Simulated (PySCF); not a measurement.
Compound: C7H12P2.
Structure used (GFN2-xTB), in Å, numbered top down from 1:
```
atom  x, y, z in Å
C1    -1.803   -0.905    1.826
C2    -1.767   -0.917    0.628
C3    -1.671   -0.875   -0.807
P4    -0.531    0.488   -1.419
C5    -1.347    1.848   -0.528
C6    -0.752    2.836    0.121
C7     0.929    0.208   -0.290
C8     1.642   -1.095   -0.616
P9     3.165   -1.392    0.411
H10   -1.864   -0.922    2.873
H11   -2.655   -0.682   -1.247
H12   -1.305   -1.828   -1.200
H13   -2.425    1.847   -0.642
H14    0.318    2.894    0.234
H15   -1.317    3.633    0.575
H16    1.612    1.049   -0.444
H17    0.585    0.221    0.749
H18    0.983   -1.952   -0.448
H19    1.945   -1.118   -1.667
H20    3.682   -0.105    0.264
H21    2.568   -1.061    1.628
```

IAO charges (e) from the PBE0/pcSseg-1 density (PySCF), one withheld:

```json
{"atom": "C1", "bonded to": "C2 H10", "charge": "-0.2599"}
{"atom": "C2", "bonded to": "C1 C3", "charge": "-0.0295"}
{"atom": "C3", "bonded to": "C2 P4 H11 H12", "charge": "-0.4532"}
{"atom": "P4", "bonded to": "C3 C5 C7", "charge": "+0.5139"}
{"atom": "C5", "bonded to": "P4 C6 H13", "charge": "-0.3342"}
{"atom": "C6", "bonded to": "C5 H14 H15", "charge": "-0.3086"}
{"atom": "C7", "bonded to": "P4 C8 H16 H17", "charge": "-0.4286"}
{"atom": "C8", "bonded to": "C7 P9 H18 H19", "charge": "-0.4235"}
{"atom": "P9", "bonded to": "C8 H20 H21", "charge": "?"}
{"atom": "H10", "bonded to": "C1", "charge": "+0.2001"}
{"atom": "H11", "bonded to": "C3", "charge": "+0.1769"}
{"atom": "H12", "bonded to": "C3", "charge": "+0.1736"}
{"atom": "H13", "bonded to": "C5", "charge": "+0.1519"}
{"atom": "H14", "bonded to": "C6", "charge": "+0.1429"}
{"atom": "H15", "bonded to": "C6", "charge": "+0.1549"}
{"atom": "H16", "bonded to": "C7", "charge": "+0.1433"}
{"atom": "H17", "bonded to": "C7", "charge": "+0.1488"}
{"atom": "H18", "bonded to": "C8", "charge": "+0.1459"}
{"atom": "H19", "bonded to": "C8", "charge": "+0.1500"}
{"atom": "H20", "bonded to": "P9", "charge": "-0.0287"}
{"atom": "H21", "bonded to": "P9", "charge": "-0.0240"}
```

Question: What is the charge on P9?

Answer: The charges add up to the total charge, 0. The others sum to -0.1880, which leaves +0.1880 e for P9 (phosphine phosphorus).

Question: Add each hydrogen's charge to the atom that carries it.

Answer: C1 -0.0598, C3 -0.1027, C5 -0.1823, C6 -0.0108, C7 -0.1365, C8 -0.1276, P9 +0.1353. Atoms without hydrogen keep their charges.

Question: Across which bond do the charges differ most?

Answer: P4–C3: +0.5139 on P4 against -0.4532 on C3, a difference of 0.9671 e. The lower charge is on the more electronegative element of the two (Pauling values: C 2.55, P 2.19).

Question: Take the bonds between elements whose Pauling electronegativities differ by more than 0.25. In how many does the more electronegative atom carry the lower charge?

Answer: In 14 of 14.

Question: How much positive and how much negative charge does this set hold in all?

Answer: +2.2902 e on 12 atoms and -2.2902 e on 9.

The IAO scheme projects the occupied orbitals on a minimal set of polarised atomic orbitals and counts the electrons in each atom's part of it. The structure is a single GFN2-xTB conformer in the gas phase; no vibrational or solvent corrections.
